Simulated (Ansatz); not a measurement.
CH8GeSSi can be A, `[SiH3][CH2][GeH2][SH]`, or B, `[SiH3]S[CH2][GeH3]`.

Program: Ansatz. Geometries: PBE0-D4/def2-TZVP. ΔE: electronic, gas phase. CCSD(T)/CBS adds triple-zeta CCSD(T) − MP2 to the extrapolated MP2 energy (def2 sets, frozen cores). DFT in def2-TZVPP. B3LYP here is the variant with VWN-RPA as its local correlation; programs differ in this. For Ge outer-core shells are correlated without core-valence functions, which leaves a few kJ/mol of doubt a bond. Scalar relativity is left out up to krypton. Each species was taken in one conformer, which may not be the lowest.

**Question.** Which isomer does CCSD(T)/CBS put lower? Give the gap. (An estimate is asked.)

**Answer.** Ansatz gave: A, by 54.9 kJ/mol.

**Question.** Give E(B) − E(A) in kJ/mol with HF/def2-TZVPP, PBE0-D4, ωB97M-V, CCSD/def2-TZVPP, B3LYP, CCSD(T)/def2-TZVPP, B3LYP-D4. (Best estimate.)

**Answer.** Computed: HF/def2-TZVPP 56.9, PBE0-D4 54.8, ωB97M-V 57.0, CCSD/def2-TZVPP 59.3, B3LYP 52.4, CCSD(T)/def2-TZVPP 58.6, B3LYP-D4 54.4. None reverses the order clearly.

Largest T1 diagnostic: 0.011.

From PBE to PBE0 (25 % exact exchange), in def2-TZVPP and without D4, E(B) − E(A) moves by +3.1 kJ/mol.
